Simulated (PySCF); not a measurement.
Does the answer move with the share of exact exchange?

Species: CH4B2F2.
SMILES: `BCB(F)F`

Torsions of this conformer, `[BH2:1][CH2:2][B:3]([F:4])[F:5]`: B1–C2–B3–F4 -83°.

PySCF, def2-SVPD basis, density fitting, gas phase, PBE0-D3(BJ)/def2-SVP geometry; singlet excitations by full TDDFT with frozen cores, triplets by Tamm–Dancoff TDDFT and ionisation energies by ΔSCF, from the lowest of the holes tried. One functional is left out:

| functional | exact exchange (%) | HOMO energy (eV) | LUMO energy (eV) | lowest singlet excitation (eV) | lowest triplet excitation (eV) | dipole moment (D) | mean polarisability (au) | vertical ionisation energy (eV) |
| --- | --- | --- | --- | --- | --- | --- | --- | --- |
| LDA | 0 | -7.94 | -3.21 | 4.96 | 4.47 | 1.518 | 43.6 | 11.53 |
| PBE | 0 | -7.96 | -2.91 | 5.21 | 4.60 | 1.475 | 43.0 | 11.50 |
| B3LYP | 20 | -9.23 | -2.15 | 5.61 | 5.00 | 1.556 | 41.1 | 12.20 |
| BHandHLYP | 50 | -10.83 | -0.88 | 6.00 | 5.30 | 1.657 | 38.9 | 12.26 |

Predict the row of PBE0 (25 % exact exchange) by straight lines through the other rows, and check it.

```csv
property,line,computed,computed − line,"B3LYP (20 %), for comparison"
HOMO energy (eV),-9.42,-9.40,+0.02,-9.23
LUMO energy (eV),-1.96,-1.92,+0.04,-2.15
lowest singlet excitation (eV),5.58,5.62,+0.04,5.61
lowest triplet excitation (eV),4.96,4.91,-0.05,5.00
dipole moment (D),1.576,1.568,-0.008,1.556
mean polarisability (au),41.0,40.7,-0.3,41.1
vertical ionisation energy (eV),11.99,11.96,-0.03,12.20
```

Which of these properties follows the share of exact exchange most closely, and which least?

Most closely the HOMO energy, least the vertical ionisation energy; the correlations over the tabulated rows are HOMO energy -0.999, LUMO energy 0.993, mean polarisability -0.988, dipole moment 0.974, lowest triplet excitation 0.968, lowest singlet excitation 0.959, vertical ionisation energy 0.884. The HOMO energy moves by -0.578 eV for every 10 %. Functionals with the same share still differ in their other parts: at 0 % LDA and PBE differ by 0.02 eV in it.
